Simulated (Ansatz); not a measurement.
Input for Ansatz (a quantum-chemistry and plane-wave program): U-CCSD(T)/cc-pV(D+d)Z on AlH3O2 (SMILES [OH][AlH][OH]), a point of a bond scan (R = 2.347 Å). Files ending in .json are basis or fitting sets from the Basis Set Exchange.

Ansatz 0.2 input:
```yaml
crystal:
  periodic: [false, false, false]
  atoms:
    - {symbol: Al, position_ang: [-0.35083796, -0.22531071, -0.18690700]}
    - {symbol: H, position_ang: [-2.14499218, -1.40805719, -1.13102512]}
    - {symbol: O, position_ang: [-0.12879702, 1.39194619, -0.63416865]}
    - {symbol: H, position_ang: [0.57601648, 1.94766290, -0.29821585]}
    - {symbol: O, position_ang: [0.73397506, -0.91514665, 0.92276728]}
    - {symbol: H, position_ang: [0.69039347, -1.81921166, 1.23553693]}
basis:
  gaussian:
    orbitals: cc-pV_D+d_Z.json
correlation: {method: ccsd_t, electrons: outside_noble_gas}
scf: {omitted_lower_state_checks: [cluster_reference]}
magnetization: {spin_polarized: true, initial_magnetization: 0}
```

Question: Predict the final total energy.

Answer: -393.9171 hartree (reference determinant -393.4372, T1 diagnostic 0.041). Its determinant has ⟨S²⟩ = 0.17, a mixture of spin states.

Question: How many basis functions does it have, and what does it roughly cost on one machine?

Answer: 66 functions; roughly 11 core-seconds.
